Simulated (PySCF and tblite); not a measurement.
Values are calculated unless marked as measured or tabulated.
C6H10N2O, numbered as in [CH3:1]/[N:2]=[CH:3]\[C@@H:4]1[CH2:5][NH:6][C:7](=[O:8])[CH2:9]1.

Conformers came from 90 starts (ETKDG, MMFF94s, GFN2-xTB); geometries are GFN2-xTB. Free energies are PBE0-D3(BJ)/pcSseg-1 single points with GFN2-xTB rigid-rotor and vibrational terms (modes under about 100 cm⁻¹ blended into free rotors). Symmetry numbers and mirror images are counted. Conformers within 2.5 kcal/mol (GFN2-xTB free energy) were kept, 4 at most. Programs: PySCF with density fitting and tblite.

Torsions listed: N2–C3–C4–C5. The 5-ring runs over atoms 4–5–6–7–9.

| conformer | shape | symmetry | dipole D |
| --- | --- | --- | --- |
| 1 | 5-ring envelope (ring torsions -17, 2, 13, -22, 23°); -129° | C1 | 4.39 |
| 2 | 5-ring envelope (ring torsions 18, -2, -14, 24, -25°); -138° | C1 | 3.27 |

(1) Which of these conformers is the most populated at 298.15 K, and with what share?

(2) Give the DFT energies and free energies relative to the lowest, and all weights.

(3) How does its share change from 250 K to 350 K?

Answers

(1) Conformer 2, about 72 %.

(2) 
```json
{"conformer": "1", "shape": "5-ring envelope (ring torsions -17, 2, 13, -22, 23°); -129°", "E(DFT) kcal/mol": "0.52", "G(298.15 K) kcal/mol": "0.56", "weight %": "28.0"}
{"conformer": "2", "shape": "5-ring envelope (ring torsions 18, -2, -14, 24, -25°); -138°", "E(DFT) kcal/mol": "0.00", "G(298.15 K) kcal/mol": "0.00", "weight %": "72.0"}
```

(3) From 75 % to 70 %; the mixing entropy goes from 1.12 to 1.22 cal/(mol K).
